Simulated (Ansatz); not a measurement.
A nudged elastic band was laid between two geometries of BF2HO + ClH (7 atoms, charge 0, multiplicity 1).

Theory: Ansatz 0.2.0, RHF/def2-SVP.

* movable images: 7
* climbing image: yes
* spring: 5.0 eV/Å²
* optimiser: quadratic models (default)
* start path: through a guess of the saddle point
* force threshold: 0.03 eV/Å
* iteration limit: 60
* end points: relaxed

First end point:

```xyz
7
Properties=species:S:1:pos:R:3
B -0.099 -0.409 0.048
O -0.161 -0.408 1.382
H -1.029 -0.538 1.736
F 1.049 -0.229 -0.545
F -1.166 -0.601 -0.692
Cl 0.023 3.008 1.179
H 0.623 2.062 1.787
```

Last end point:

```xyz
7
Properties=species:S:1:pos:R:3
B -0.024 0.464 -0.031
O 0.018 0.013 1.645
H -0.776 -0.442 1.903
F 1.094 -0.061 -0.509
F -1.167 -0.125 -0.396
Cl -0.065 2.287 0.051
H 0.160 0.748 2.232
```

Problem. Which bonds break or form, and what moves?

Solution. Bonds broken: Cl6–H7. Bonds formed: B1–Cl6, O2–H7. BF2HO + ClH becomes BClF2H2O.

Problem. What energy profile does the band end with?

Solution. The forces met the threshold. The highest image is number 5 of 0 to 8, 36.8 kcal/mol above the first end and 26.0 kcal/mol above the last; the last end lies 10.8 kcal/mol above the first. A vibrational analysis at the climbing image gives one clearly imaginary mode, 1335i cm⁻¹: a first-order saddle point. The orbitals stay closed-shell, which can raise the energy where a bond breaks towards radicals; this wasn't checked here.

```json
{"image": "0", "path coordinate (Å)": "0.00", "energy (kcal/mol)": "0.0", "Cl6–H7 (Å)": "1.27", "B1–Cl6 (Å)": "3.60", "O2–H7 (Å)": "2.62"}
{"image": "1", "path coordinate (Å)": "0.37", "energy (kcal/mol)": "0.3", "Cl6–H7 (Å)": "1.27", "B1–Cl6 (Å)": "3.39", "O2–H7 (Å)": "2.48"}
{"image": "2", "path coordinate (Å)": "0.74", "energy (kcal/mol)": "1.5", "Cl6–H7 (Å)": "1.27", "B1–Cl6 (Å)": "3.17", "O2–H7 (Å)": "2.23"}
{"image": "3", "path coordinate (Å)": "1.11", "energy (kcal/mol)": "5.5", "Cl6–H7 (Å)": "1.28", "B1–Cl6 (Å)": "2.89", "O2–H7 (Å)": "1.92"}
{"image": "4", "path coordinate (Å)": "1.47", "energy (kcal/mol)": "19.0", "Cl6–H7 (Å)": "1.34", "B1–Cl6 (Å)": "2.58", "O2–H7 (Å)": "1.55"}
{"image": "5", "path coordinate (Å)": "1.84", "energy (kcal/mol)": "36.8", "Cl6–H7 (Å)": "1.62", "B1–Cl6 (Å)": "2.37", "O2–H7 (Å)": "1.15"}
{"image": "6", "path coordinate (Å)": "2.20", "energy (kcal/mol)": "25.3", "Cl6–H7 (Å)": "1.88", "B1–Cl6 (Å)": "2.07", "O2–H7 (Å)": "0.99"}
{"image": "7", "path coordinate (Å)": "2.55", "energy (kcal/mol)": "13.5", "Cl6–H7 (Å)": "2.24", "B1–Cl6 (Å)": "1.88", "O2–H7 (Å)": "0.96"}
{"image": "8", "path coordinate (Å)": "2.90", "energy (kcal/mol)": "10.8", "Cl6–H7 (Å)": "2.68", "B1–Cl6 (Å)": "1.83", "O2–H7 (Å)": "0.95"}
```

Problem. What is the geometry of the highest image?

Solution. 
```xyz
7
Properties=species:S:1:pos:R:3:forces:R:3
B -0.007 0.083 0.104 0.00 -0.02 0.00
O -0.004 -0.030 1.561 0.01 0.01 -0.01
H -0.818 -0.366 1.923 -0.01 0.01 0.00
F 1.123 -0.139 -0.491 -0.02 0.01 0.00
F -1.151 -0.161 -0.474 0.02 0.00 0.01
Cl 0.042 2.387 0.639 0.00 0.01 0.00
H 0.055 1.111 1.633 0.00 -0.02 0.00
```

Problem. What are the harmonic wavenumbers there?

Solution. 1335i, 183, 205, 398, 430, 487, 534, 691, 908, 1038, 1258, 1380, 1595, 1807, 4090 cm⁻¹.

Run time: 92 s on 1 thread of Arm Neoverse V2, with other jobs on the host, peak memory 0.15 GiB.
